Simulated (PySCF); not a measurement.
## Two-component Hartree-Fock for La²²⁺ (lanthanum, charge +22)

Start: [Ar] 3d10 4s2 4p5; 4p1/2 filled at m_j = -1/2, +1/2; 4p3/2 filled at m_j = -1/2, +1/2, +3/2. Calculated with PySCF 2.14 in an uncontracted even-tempered set (18 s from 1.5 bohr⁻², ratio 2.8; 14 p from 2 bohr⁻², ratio 2.8; 9 d from 3.5 bohr⁻², ratio 2.8; 4 f from 12 bohr⁻², ratio 3): generalised Hartree-Fock with the X2C-1e Hamiltonian and a Gaussian nucleus; spin-orbit coupling (SO) screened by Boettger's factors.

```tsv
spinor shell	electrons	ε, screened SO (eV)	weight of nominal j (screened SO)	rms radius, screened SO (bohr)
1s1/2	2	-39751.6	1.000	0.0286
2s1/2	2	-6964.1	1.000	0.116
2p1/2	2	-6592.2	1.000	0.1000
3s1/2	2	-1997.9	1.000	0.301
3p1/2	2	-1841.3	1.000	0.292
3p3/2	4	-1755.3	1.000	0.304
3d3/2	4	-1484.6	0.999	0.275
3d5/2	6	-1466.2	1.000	0.279
4s1/2	2	-819.89	1.000	0.642
4p1/2	2	-753.60	0.995	0.659
4p3/2	3	-730.91	0.997	0.682
```

(1) Where does 2p3/2 lie, and what is the 2p spin-orbit splitting (screened SO)?

```
   quantity  screened SO
E (hartree)  -8280.14877
        M_J          3/2
       ⟨J²⟩        3.752
       ⟨L²⟩        2.025
       ⟨S²⟩        0.774
```

Each row is a mean over spinors that exchange with the open shell spreads, by up to 8.869 eV (4s1/2).

Breit and QED terms are absent; they matter most for the inner s and p1/2 levels.

Densities and radii are taken from the X2C orbitals without a picture-change correction, which distorts them close to the nucleus.

Results:

(1) At -6174.3 eV, 417.86 eV above 2p1/2.
